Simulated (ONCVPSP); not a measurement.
What one change does to a pseudopotential (Lu (Z = 71), ONCV)

```
Element                 : lutetium
Generator               : ONCVPSP 4.0.1
Type                    : optimised norm-conserving Vanderbilt (ONCV)
Functional              : PBEsol
Relativity              : scalar-relativistic
Frozen core             : [Kr] 4d10
Valence charge          : 25
Reference configuration : 4f14 5s2 5p6 5d1 6s1 (charge +1)
Partial waves           : 5s+6s: rc 1.55 bohr, ncon 4, nbas 7, qcut 6.3 1/bohr, 3 projectors, debl 3 Ha; 5p: rc 1.60 bohr, ncon 4, nbas 8, qcut 10 1/bohr, 2 projectors, debl 0.3 Ha; 5d: rc 2.75 bohr, ncon 4, nbas 9, qcut 6.2 1/bohr, 2 projectors, debl 2.5 Ha; 4f: rc 1.00 bohr, ncon 4, nbas 9, qcut 18.7 1/bohr, 2 projectors, debl 1.7 Ha
Local potential         : polynomial inside 0.95 bohr (lpopt 5, dvloc0 4 Ha)
Core correction         : polynomial model core, fcfact 0.2
```

In the p channel the program set the typed energies aside and used -1.412, 0.250 Ha.

Change: f: rc 0.68; local potential polynomial inside 0.68 bohr (lpopt 5, dvloc0 4 Ha).

Cutoffs: the cutoffs (Ha) at which the residual kinetic energy of the hardest occupied pseudo-wave falls to 1 and 0.1 mHa per electron; they do not see the model core or the augmentation charge, which bear on the density cutoff. Errors are all-electron minus pseudo energies relative to the spin-unpolarised reference configuration.

Question: Predict the effect on cutoff, ghosts and configuration errors.

Answer: The potential gets harder (141 Ha and 155 Ha → 688 Ha and 805 Ha); a bound ghost appears in p, s, which as a rule spoils a file; of the 4 tests that both files solve, the error grows in 1 and shrinks in 1 by more than 15 % and 0.3 meV (median size 5.5 → 6.1 meV). A smaller radius makes the pseudo-wave follow the all-electron one further in, where it bends more sharply, so more plane waves are needed.

```csv
quantity,base,changed
"cutoff, loose",141 Ha,688 Ha
"cutoff, tight",155 Ha,805 Ha
loose cutoff by channel,"s 19 Ha, p 29 Ha, d 10 Ha, f 141 Ha","s 19 Ha, p 29 Ha, d 10 Ha, f 688 Ha"
bound ghosts,none,"s, p"
GHOST(+) flags under 300 eV,"s at 138.0 eV, p at 252.5 eV",none
"error for 4f14 5s2 5p6 5d1 6s2, meV [ΔE -7.39 eV]",+1.6,+1.7
"error for 4f14 5s2 5p6 5d1 6s0, meV [ΔE 13.22 eV]",-4.1,-4.1
"error for 4f14 5s2 5p6 5d0 6s0, meV [ΔE 33.13 eV]",-6.9,-8.0
"error for 4f13 5s2 5p6 5d0 6s0, meV [ΔE 79.90 eV]",+30,-10
s: phases at 1.57 bohr within 0.05 rad from the reference energy up to (Ha; the scan ends near 5),to the end of the scan,to the end of the scan
p: phases at 1.62 bohr within 0.05 rad from the reference energy up to (Ha; the scan ends near 5),4.1,to the end of the scan
d: phases at 2.79 bohr within 0.05 rad from the reference energy up to (Ha; the scan ends near 5),4.5,4.6
"rms error of d²Exc/dni dnj with the model core, mHa",1.60,1.74
```

 A true bound ghost makes a file unfit for plane-wave use even where its test errors are small: the radial tests pick states by their node count and pass the ghost by.
